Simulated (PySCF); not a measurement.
Field gradients from PBE0/pcSseg-1 densities (PySCF, non-relativistic) at GFN2-xTB geometries, isolated species, one conformer each; χzz is the principal value of largest magnitude, with Q(14N) = 0.02044 b, Q(17O) = −0.0256 b. GFN2-xTB bond lengths can be off by several hundredths of an ångström, more for odd bonds, and the gradients follow them. The small basis limits the accuracy of the gradients.

Q: These 14N couplings (χzz in MHz, η) are listed in rising order: (-5.922, 0.11); (-5.091, 0.40); (-4.571, 0.37); (-3.790, 0.38). Assign them to: the nitrogen bridging silicon atoms of `CC#C[Si@H](F)N[SiH2]CF`; the silicon-bound nitrogen of `C=CC[Si@@H](N)OC`; the secondary amine nitrogen of `O[Si@H]1CCCNC1`; the silicon-bound nitrogen of `C=C[Si@@H](O)N(C)C`.

A: -5.922 MHz, η 0.11: the secondary amine nitrogen of `O[Si@H]1CCCNC1`; -5.091 MHz, η 0.40: the silicon-bound nitrogen of `C=C[Si@@H](O)N(C)C`; -4.571 MHz, η 0.37: the silicon-bound nitrogen of `C=CC[Si@@H](N)OC`; -3.790 MHz, η 0.38: the nitrogen bridging silicon atoms of `CC#C[Si@H](F)N[SiH2]CF`.

Question: Rank these 17O sites by the size of the quadrupole coupling, smallest first.
A. The aldehyde oxygen of `O=C[C@@]1([SiH3])C[C@H]1C(Cl)(Cl)Cl`
B. The silyl ether oxygen of `C=CC[Si@@H](N)OC`
C. The silanol oxygen of `C=C[Si@@H](O)N(C)C`

Answer: C (9.026 MHz), B (10.52 MHz), A (12.01 MHz).

All sites together:

```tsv
nucleus	site	Vzz (au)	η	χzz (MHz)
14N	the nitrogen bridging silicon atoms of CC#C[Si@H](F)N[SiH2]CF	-0.789	0.38	-3.790
14N	the silicon-bound nitrogen of C=CC[Si@@H](N)OC	-0.952	0.37	-4.571
14N	the secondary amine nitrogen of O[Si@H]1CCCNC1	-1.233	0.11	-5.922
14N	the silicon-bound nitrogen of C=C[Si@@H](O)N(C)C	-1.060	0.40	-5.091
17O	the silanol oxygen of C=C[Si@@H](O)N(C)C	1.501	0.42	-9.026
17O	the silyl ether oxygen of C=CC[Si@@H](N)OC	1.749	0.39	-10.52
17O	the aldehyde oxygen of O=C[C@@]1([SiH3])C[C@H]1C(Cl)(Cl)Cl	-1.997	0.53	12.01
```
